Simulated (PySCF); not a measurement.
Job file and geometry (Å, from GFN2-xTB) of an NMR shielding run on SMILES C[C@@](F)(CF)[SiH2]CF, C$_{4}$H$_{9}$F$_{3}$Si, GIAO PBE0/pcSseg-1 NMR shielding, non-relativistic, gas phase in PySCF; density fitting, a coarse starting grid and PySCF grid level 2 are the driver's defaults:

```
$ OMP_NUM_THREADS=1 python probes_run.py task.json out

{"job": {"kind": "nmr", "xc": "PBE0", "basis": "pcSseg-1"}, "charge": 0, "multiplicity": 1}
C     -1.530003     1.047983     0.069572
C     -0.861327    -0.295578     0.319303
F     -1.668879    -0.989005     1.238920
C     -0.816259    -1.124816    -0.956317
F      0.212577    -2.041471    -0.900699
Si     0.887873    -0.171578     1.139235
C      2.123626     0.404268    -0.212785
F      1.606958     1.485329    -0.906585
H     -0.900283     1.667299    -0.561775
H     -1.686079     1.555367     1.018464
H     -2.497616     0.911185    -0.411505
H     -1.740861    -1.691989    -1.097837
H     -0.619065    -0.489002    -1.823057
H      1.295088    -1.479854     1.636551
H      0.784906     0.851800     2.182191
H      2.331643    -0.366763    -0.957532
H      3.070703     0.738858     0.213945
```

**Question.** What does the program print?

**Answer.** 
```
coarse grid: 14808 points
cycle   1  E = -746.0337158805  dE =  6.422e-01  |g| = 7.415e-01  |ddm| = 3.449e+00
cycle   2  E = -745.9516627570  dE =  8.205e-02  |g| = 1.075e+00  |ddm| = 1.157e+00
cycle   3  E = -746.1225491210  dE = -1.709e-01  |g| = 8.092e-02  |ddm| = 7.116e-01
cycle   4  E = -746.1236034508  dE = -1.054e-03  |g| = 3.867e-02  |ddm| = 7.885e-02
cycle   5  E = -746.1239262591  dE = -3.228e-04  |g| = 7.674e-03  |ddm| = 3.288e-02
cycle   6  E = -746.1239337756  dE = -7.517e-06  |g| = 3.584e-03  |ddm| = 6.407e-03
cycle   7  E = -746.1239358429  dE = -2.067e-06  |g| = 2.886e-04  |ddm| = 2.117e-03
final grid: 139920 points
cycle   8  E = -746.1911344295  dE = -5.067e-05  |g| = 1.004e-02  |ddm| = 2.631e-02
cycle   9  E = -746.1911160691  dE =  1.836e-05  |g| = 1.451e-02  |ddm| = 1.637e-02
cycle  10  E = -746.1911558545  dE = -3.979e-05  |g| = 1.274e-03  |ddm| = 9.146e-03
cycle  11  E = -746.1911561289  dE = -2.744e-07  |g| = 3.005e-04  |ddm| = 1.075e-03
cycle  12  E = -746.1911561425  dE = -1.360e-08  |g| = 8.608e-05  |ddm| = 2.119e-04
cycle  13  E = -746.1911561435  dE = -9.827e-10  |g| = 3.226e-05  |ddm| = 7.064e-05
cycle  14  E = -746.1911561437  dE = -1.694e-10  |g| = 4.973e-06  |ddm| = 2.571e-05
converged SCF energy = -746.1911561437

GIAO shielding tensors (ppm)
atom      isotropic    diamagn.    paramagn.     s11        s22        s33       span
  0 C      163.623     248.625     -85.002    143.367    163.471    184.032     40.665
  1 C       86.822     249.765    -162.943     59.148     65.655    135.663     76.515
  2 F      363.745     475.535    -111.790    323.325    368.469    399.441     76.116
  3 C       92.050     244.645    -152.595     57.179     81.213    137.758     80.579
  4 F      406.960     475.138     -68.178    360.047    392.102    468.731    108.683
  5 Si     392.036     880.260    -488.225    369.326    387.539    419.242     49.916
  6 C      108.417     247.126    -138.709     60.091     84.322    180.837    120.746
  7 F      480.324     475.625       4.699    419.609    492.640    528.722    109.113
  8 H       30.361      30.950      -0.588     25.536     29.795     35.752     10.217
  9 H       30.068      30.031       0.038     26.391     27.943     35.871      9.480
 10 H       30.229      29.516       0.713     26.372     28.131     36.183      9.810
 11 H       26.471      29.087      -2.616     22.594     27.125     29.695      7.101
 12 H       26.932      30.791      -3.859     23.500     28.243     29.053      5.554
 13 H       27.354      29.280      -1.926     24.084     25.794     32.186      8.102
 14 H       27.532      29.599      -2.067     24.422     25.869     32.306      7.884
 15 H       26.522      29.638      -3.115     22.535     26.508     30.523      7.988
 16 H       26.673      27.819      -1.146     22.439     26.333     31.249      8.810
```

**Question.** Turn these shieldings into chemical shifts. Chemical shifts δ = σref − σ; TMS for ¹³C (σ = 186.93 ppm) and ²⁹Si (σ = 349.16 ppm) and ¹H (σ = 31.72 ppm); ¹⁹F (σ = 170.95 ppm) vs CFCl3, all at this level.

**Answer.** Averaging equivalent atoms: C 1: 100.1; C 3: 94.9; C 6: 78.5; C 0: 23.3; F 2: -192.8; F 4: -236.0; F 7: -309.4; Si 5: -42.9; H 11: 5.25; H 15: 5.19; H 16: 5.04; H 12: 4.78; H 13: 4.36; H 14: 4.18; H 8/9/10: 1.50 ppm. Unscaled 19F shifts against computed CFCl3 carry errors that often reach 10 to 50 ppm.

Size and cost of the density-fitted run: 188 basis functions, 62 s wall time on 1 thread of an Intel Xeon, shared host; peak memory 0.77 GiB.
